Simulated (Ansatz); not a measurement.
Mo₂N₂⁻. The state is a doublet with charge -1. Geometry PBE-D4/def2-TZVP, that of the neutral singlet; atoms count from 1.

Cartesian coordinates in Å:
```
Mo 0.775 0.240 -0.774
Mo -0.775 -0.240 0.774
N -1.558 -1.181 -0.352
N 1.558 1.181 0.351
```

In the def2 sets Mo takes a core potential; there is no spin–orbit coupling. The charge -1 doublet is spin-contaminated (final ⟨S²⟩ up to 1.02, 0.75 for a pure state). The structure comes from a short search, and lower isomers may exist.

Estimate the Mulliken populations from the PBE0/def2-TZVPD orbitals of Ansatz.


```json
{"atom": "Mo1", "charge (e)": "0.07", "spin (α − β)": "1.49", "d electrons": "4.52"}
{"atom": "Mo2", "charge (e)": "0.08", "spin (α − β)": "-0.57", "d electrons": "4.43"}
{"atom": "N3", "charge (e)": "-0.58", "spin (α − β)": "0.18", "d electrons": "–"}
{"atom": "N4", "charge (e)": "-0.58", "spin (α − β)": "-0.10", "d electrons": "–"}
```
Mulliken values depend strongly on the basis. With diffuse functions, as here, like atoms can get unlike values, and bond orders can come out too low or too high.

Where does the spin sit?

Summed by element: Mo 0.92, N 0.08, of 1 unpaired in all. Largest on single atoms: Mo1 1.49, Mo2 -0.57, N3 0.18.

And the Mayer bond orders between heavy atoms (over 0.3)?

Mo1–Mo2 3.34 (2.24 Å); Mo1–N4 2.40 (1.66 Å); Mo2–N3 2.33 (1.66 Å).
